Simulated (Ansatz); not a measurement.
Born–Oppenheimer molecular dynamics of GaH4N (6 atoms, charge 0, multiplicity 1). It starts at the highest image of a converged band. Of that band: The profile has 2 maxima (images 2, 5) with wells between them (image 3): this band takes more than one step, which may be the mechanism or a detour left from its start path. Neighbouring images differ by up to 2.0 eV, so the band resolves the path poorly. A vibrational analysis at the climbing image gives one clearly imaginary mode, 1422i cm⁻¹: a first-order saddle point.

Method: RKS PBE0/def2-SVP in Ansatz.

* ensemble: NVE (velocity Verlet)
* time step: 0.5 fs
* steps asked: 200
* starting velocities drawn for: 300 K
* seed: 6880

First frame:

```xyz
6
Properties=species:S:1:pos:R:3
Ga 0.368 0.410 -0.285
N 1.054 -0.042 1.533
H 0.697 -0.615 2.307
H 1.862 0.487 1.858
H 1.772 -0.318 0.235
H -1.190 0.077 -0.326
```

Question: How far do the bonds stretch over the last three quarters of this one trajectory? (Pairs bonded in most of those frames.)

Answer: 
| bond | mean (Å) | spread (Å) | shortest | longest |
| --- | --- | --- | --- | --- |
| Ga1–N2 | 1.871 | 0.148 | 1.66 | 2.11 |
| Ga1–H5 | 1.650 | 0.145 | 1.42 | 1.90 |
| Ga1–H6 | 1.629 | 0.102 | 1.44 | 1.80 |
| N2–H3 | 1.025 | 0.024 | 0.99 | 1.08 |
| N2–H4 | 1.023 | 0.029 | 0.97 | 1.07 |

Mean temperature of the second half: 2685 K. The conserved energy stayed within 0.46 meV per atom of its start (net change -0.079 meV per atom), so the integration is sound. The system heated up, since it started high on the potential surface and ran downhill. A run of 0.1 ps of so small a system gives no equilibrium averages. The orbitals stay closed-shell, which can raise the energy where a bond breaks towards radicals; this wasn't checked here.

The run took 3.1 min on 1 thread of Intel(R) Xeon(R) 6975P-C (Granite Rapids), on a shared host, peak memory 0.14 GiB.
